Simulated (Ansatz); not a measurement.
Cost and result for the atomization energy of C2H8GaNOS (`C[N](C)[Ga]([OH])[SH]`) (14 atoms, 13 bonds).

Z-matrix (Å, degrees):
```
C
N 1 1.438
H 1 1.100 2 111.7
H 1 1.093 2 111.2 3 119.9
H 1 1.100 2 111.7 3 -120.1
C 2 1.440 1 113.6 3 60.0
Ga 2 1.813 1 123.8 3 -119.9
H 6 1.100 2 111.6 1 -60.1
H 6 1.100 2 111.6 1 60.0
H 6 1.092 2 111.0 1 180.0
O 7 1.786 2 122.6 1 -0.2
S 7 2.191 2 121.0 1 179.8
H 11 0.959 7 114.7 2 -0.2
H 12 1.344 7 91.8 2 179.9
```

Total charge 0; spin multiplicity 1. Correlated methods include outer-core shells of Ga, which these sets cover unevenly. Scalar relativity is left out up to krypton. The structure was optimised at the PBE0-D4/def2-TZVP level. It is one conformer, not always the lowest. Program: Ansatz. All runs use 2 threads of an AMD EPYC 7R13 on a shared host and a share of an NVIDIA H100 80 GB. Times are those of one run each, without the atoms' runs, and a repeat can differ threefold. Electronic energies, without spin–orbit coupling; frozen cores. CCSD(T)/CBS adds CCSD(T) − MP2 in def2-TZVPP to the MP2 limit, and its time is that of the two runs behind it. T1 = 0.013. With those shells the extrapolation isn't a true limit. B3LYP takes the VWN-RPA correlation (the form of Gaussian; ORCA's B3LYP/G).

CCSD(T)/CBS is a level of theory with its own doubt, some kJ/mol a heavy atom from the limit and from the frozen cores, so smaller differences don't rank the functionals.

| level | functions | wall time | atomization (kcal/mol) | difference from CCSD(T)/CBS | per bond |
| --- | --- | --- | --- | --- | --- |
| PBE0-D4/def2-TZVPP | 326 | 1.7 s | 1189.7 | -4.2 | -0.3 |
| PBE-D4/def2-TZVPP (with forces) | 326 | 1.9 s | 1212.3 | 18.4 | 1.4 |
| B3LYP-D4/def2-TZVPP (with forces) | 326 | 2 s | 1186.2 | -7.7 | -0.6 |
| r2SCAN-D4/def2-TZVPP (with forces) | 326 | 2.1 s | 1191.6 | -2.3 | -0.2 |
| B2PLYP/def2-TZVPP | 326 | 2.3 s | 1175.4 | -18.5 | -1.4 |
| ωB97X-V/def2-TZVPP | 326 | 2.4 s | 1194.9 | 1.0 | 0.1 |
| ωB97M-V/def2-TZVPP (with forces) | 326 | 3.1 s | 1192.0 | -1.9 | -0.2 |
| MP2/def2-QZVPP | 627 | 6 s | 1200.7 | 6.8 | 0.5 |
| CCSD(T)/def2-TZVPP | 326 | 6 s | 1163.0 | -30.9 | -2.4 |
| CCSD(T)/CBS(def2) | – | 12 s | 1193.9 | 0.0 | 0.0 |

From PBE to PBE0 (25 % exact exchange), in def2-TZVPP and without D4, the atomization energy moves by −21.4 kcal/mol: exact exchange takes away binding that semilocal exchange gives to molecules. In def2-TZVPP, CCSD(T) changes the Hartree–Fock value by +324.8 kcal/mol (the triples alone add +19.2 kcal/mol) and MP2 by +344.3 kcal/mol; breaking electron pairs costs correlation energy, which Hartree–Fock lacks. The D4 term adds +12.9 kcal/mol with B3LYP and +6.9 kcal/mol with PBE0; it sums over pairs of atoms, weighted by their polarisabilities, and B3LYP, whose exchange is more repulsive, gets the larger term.
